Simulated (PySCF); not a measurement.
SMILES C#Cc1cccc(C(F)(F)F)c1 (C9H5F3), GFN2-xTB optimised geometry. Atoms within 1.6 Å of the plane z = 0.0 Å (x, y, z in Å): C1 (-2.46, -2.35, 0.00), C2 (-1.86, -1.31, 0.00), C3 (-1.15, -0.09, 0.00), C4 (-1.84, 1.12, 0.00), C5 (-1.15, 2.32, -0.01), C6 (0.23, 2.33, -0.01), C7 (0.92, 1.12, 0.00), C8 (2.42, 1.15, -0.02), F9 (2.93, 2.05, 0.84), F10 (2.90, 1.49, -1.24), F11 (2.98, -0.03, 0.28), C12 (0.25, -0.09, 0.00), H13 (-2.98, -3.26, 0.00), H14 (-2.92, 1.12, 0.00), H15 (-1.69, 3.26, -0.01), H16 (0.78, 3.26, -0.01), H17 (0.79, -1.02, 0.00).

Method: PBE0/def2-SVP in PySCF 2.14.0. Cells within 0.4 Å of a nucleus heavier than hydrogen are left out (blank, or x).

Map of the deformation density (molecule minus spherical neutral atoms) (e/bohr³) on the plane z = 0.0 Å:

```
|22222222222222222222222222222|
|22222222222222222222222222222|
|22222222222222222222222222222|
|22222222211111111122222222222|
|22222222111111111112222222222|
|22222221112211122111222222222|
|22222221139411268211222222222|
|22222211137633386211122222222|
|22222211114xx9xx3111111222222|
|22222111127x343x5100011122222|
|22221113349400168332010112222|
|222211298xx10002xx89xx0112222|
|222211154x830015x444x31112222|
|22221111138622286211232222222|
|22222111014xx8xx31111xx322222|
|22222211125x45xx5211243222222|
|22222211138411278211221122222|
|222222223xx211133111222222222|
|222221248xx111111112222222222|
|22221114x94111111112222222222|
|2222111xx43212222222222222222|
|22221248411122222222222222222|
|22211158311222222222222222222|
|22221112211222222222222222222|
|22221111112222222222222222222|
|22222111122222222222222222222|
|22222222222222222222222222222|
|22222222222222222222222222222|
|22222222222222222222222222222|
```
Scale: ten equal steps from -0.030 (start of '0') to 0.112 (end of '9'), in the order '0123456789'; x runs from -5.50 to 5.50, y from -5.50 (bottom) to 5.50 (top).
